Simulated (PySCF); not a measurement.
SMILES N#C[SiH2]C(=O)O (C2H3NO2Si) (PBE0/def2-SVP optimised geometry):

```
9

N      2.280    -1.925     0.061
C      1.860    -0.845     0.037
Si     1.187     0.884     0.000
C     -0.736     0.884     0.000
O     -1.337     1.925     0.000
O     -1.316    -0.315    -0.004
H      1.652     1.546    -1.245
H      1.654     1.601     1.214
H     -2.280    -0.173    -0.007
```

Computed with PySCF with PBE0/def2-TZVP.

What are the frontier orbital energies and the dipole moment?

HOMO-2 -10.19 eV, HOMO-1 -9.92 eV, HOMO -8.55 eV, LUMO -1.52 eV, LUMO+1 -1.01 eV; dipole moment 2.10 D.

Meta-Löwdin charges at PBE0/def2-TZVP: N1 -0.15, C2 -0.15, Si3 0.58, C4 0.33, O5 -0.43, O6 -0.44, H7 -0.05, H8 -0.05, H9 0.36.
